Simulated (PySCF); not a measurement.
B(F)(SeH)2 (BFH2Se2), SMILES FB([SeH])[SeH]. Atoms are numbered in the order given.

```xyz
6

B      0.6436    -0.0026     0.0000
F      1.9716     0.0084     0.0000
Se    -0.3350    -1.6950     0.0000
H      0.8878    -2.5221     0.0000
Se    -0.2600     1.7331     0.0000
H     -1.6204     1.1637     0.0000
```
Charge 0, spin multiplicity 1.

Geometry: B3LYP-D3(BJ)/def2-SVP. The structure was generated by enumeration, and PubChem lists no compound with its InChIKey, so it may never have been made. One conformer was computed; it need not be the lowest.

Level of theory: PBE/pcSseg-1 (PySCF).

GIAO shieldings, no solvent; atoms listed in one row are averaged. δ = σ(ref) − σ: ¹¹B against BF3 (σ = 83.9 ppm); ¹⁹F against CFCl3 (σ = 133.6 ppm); ⁷⁷Se against Me2Se (σ = 1634.8 ppm); ¹H against TMS (σ = 31.49 ppm), references at their B3LYP-D3(BJ)/def2-TZVP geometries, non-relativistic.

Problem. Estimate the chemical shifts. (The exact figures need the calculation; the answer reports its results.)

Solution. 
```csv
nucleus,atoms,count,δ (ppm)
¹¹B,B1,1,46.6
¹⁹F,F2,1,-34.5
⁷⁷Se,Se5,1,-111.6
⁷⁷Se,Se3,1,-141.7
¹H,H4,1,2.96
¹H,H6,1,2.43
```
